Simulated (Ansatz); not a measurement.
[MoO3F]- (MoO3F⁻). The state is a singlet with charge -1. Geometry r2SCAN-D4/def2-SVPD; atoms count from 1.

```xyz
5

Mo    0.0149    0.0228    0.0304
O     1.7335   -0.1703    0.0965
O    -0.3757    1.6840   -0.2571
O    -0.6887   -0.4924    1.5252
F    -0.6840   -1.0441   -1.3950
```

In the def2 sets Mo takes a core potential; there is no spin–orbit coupling.

Estimate the Mulliken populations from the PBE0/def2-TZVPD orbitals of Ansatz.


```csv
atom,charge (e),d electrons
Mo1,2.54,3.36
O2,-0.93,–
O3,-0.93,–
O4,-0.93,–
F5,-0.74,–
```
Mulliken values depend strongly on the basis. With diffuse functions, as here, like atoms can get unlike values, and bond orders can come out too low or too high.

And the Mayer bond orders between heavy atoms (over 0.3)?

Mo1–O2 1.36 (1.73 Å); Mo1–O3 1.36 (1.73 Å); Mo1–O4 1.36 (1.73 Å); Mo1–F5 0.31 (1.91 Å).
